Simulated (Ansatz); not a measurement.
Consider the substitution at a C–O bond: `C[O][Al]([Cl])[Cl]` + `CCSS` → `CCSSC` + `[OH][Al]([Cl])[Cl]`.

Isolated molecules relaxed with PBE0-D4/def2-TZVP in Ansatz; ΔE leaves out vibrations. CCSD(T)/CBS is the MP2 limit (def2-TZVPP, def2-QZVPP) plus CCSD(T) − MP2 in def2-TZVPP, frozen cores. Functionals use def2-TZVPP. B3LYP here is the variant with VWN-RPA as its local correlation; programs differ in this. HSE06 is defined as in plane-wave codes. Each species was taken in one conformer, which may not be the lowest.

| level | ΔE (kcal/mol) | difference from CCSD(T)/CBS |
| --- | --- | --- |
| LDA (SPW92) | -14.5 | 0.5 |
| PBE-D4 | -14.9 | 0.1 |
| revPBE-D4 | -15.4 | -0.4 |
| BLYP-D4 | -13.5 | 1.5 |
| r2SCAN-D4 | -14.7 | 0.3 |
| B97M-V | -14.0 | 1.0 |
| PBE0-D4 | -14.6 | 0.4 |
| B3LYP-D4 | -13.3 | 1.7 |
| r2SCANh-D4 | -14.6 | 0.4 |
| r2SCAN0-D4 | -14.5 | 0.5 |
| BHLYP-D4 | -12.6 | 2.4 |
| CAM-B3LYP-D4 | -12.6 | 2.4 |
| ωB97X-V | -13.3 | 1.7 |
| ωB97M-V | -14.0 | 1.0 |
| B2PLYP | -13.7 | 1.3 |
| PBE-QIDH | -14.9 | 0.1 |
| PBE | -14.4 | 0.6 |
| revPBE | -14.2 | 0.8 |
| BLYP | -12.5 | 2.5 |
| r2SCAN | -14.6 | 0.4 |
| PBE0 | -14.2 | 0.8 |
| B3LYP | -12.5 | 2.5 |
| r2SCANh | -14.5 | 0.5 |
| r2SCAN0 | -14.4 | 0.6 |
| HSE06 | -14.2 | 0.8 |
| CAM-B3LYP | -12.2 | 2.8 |
| LC-ωPBE | -13.7 | 1.3 |
| HF/def2-SVP | -6.5 | 8.5 |
| MP2/def2-SVP | -11.7 | 3.3 |
| CCSD/def2-SVP | -9.1 | 5.9 |
| CCSD(T)/def2-SVP | -9.5 | 5.5 |
| HF/def2-TZVPP | -10.4 | 4.6 |
| MP2/def2-TZVPP | -16.0 | -1.0 |
| SCS-MP2/def2-TZVPP | -14.2 | 0.8 |
| CCSD/def2-TZVPP | -13.2 | 1.8 |
| HF/def2-QZVPP | -10.3 | 4.7 |
| SCS-MP2/def2-QZVPP | -14.9 | 0.1 |
| HF/CBS(def2) | -10.3 | 4.7 |
| MP2/CBS(def2) | -17.1 | -2.1 |
| CCSD/CBS(def2) | -14.3 | 0.7 |
| CCSD(T)/CBS | -15.0 | 0 |

Largest T1 diagnostic among the species: 0.011.

The D4 term adds −0.7 kcal/mol with B3LYP and −0.4 kcal/mol with PBE0; it sums over pairs of atoms, weighted by their polarisabilities, and B3LYP, whose exchange is more repulsive, gets the larger term. At CCSD(T), def2-SVP lies +5.5 kcal/mol from the extrapolated value and def2-TZVPP +1.1 kcal/mol.
